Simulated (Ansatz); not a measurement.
CH8N2Si2, SMILES `N[SiH]1NC[SiH2]1` at its PBE0-D4/def2-TZVP geometry, where that method's forces vanish. Total charge 0; spin multiplicity 1.

```xyz
13

N    -2.2208   -0.5514   -0.6438
Si   -0.6515   -0.8054   -0.0180
N    -0.1440    0.3781    1.1284
C     1.1879    0.8969    0.7972
Si    1.3609    0.0070   -0.8924
H    -2.4921    0.2933   -1.1181
H    -2.8325   -1.3232   -0.8477
H    -0.7192   -2.2280    0.4332
H    -0.5612    0.6545    2.0041
H     1.9620    0.5900    1.5104
H     1.2078    1.9903    0.7277
H     2.5774   -0.8428   -1.0270
H     1.3252    0.9408   -2.0540
```

Problem. What forces (eV/Å) does r2SCAN-D4/def2-TZVPP give on these atoms in Ansatz? (An estimate is asked.)

Solution. Ansatz gave: 
```
N1  -0.017 -0.003  0.045
Si2  0.007 -0.083 -0.021
N3  -0.223 -0.062  0.040
C4   0.242  0.099 -0.041
Si5  0.063 -0.024 -0.086
H6  -0.026  0.004 -0.024
H7  -0.028  0.001 -0.028
H8  -0.009  0.003 -0.001
H9  -0.020  0.031  0.070
H10  0.007  0.010  0.013
H11  0.003  0.010  0.018
H12 -0.003  0.017  0.000
H13  0.005 -0.004  0.016
```
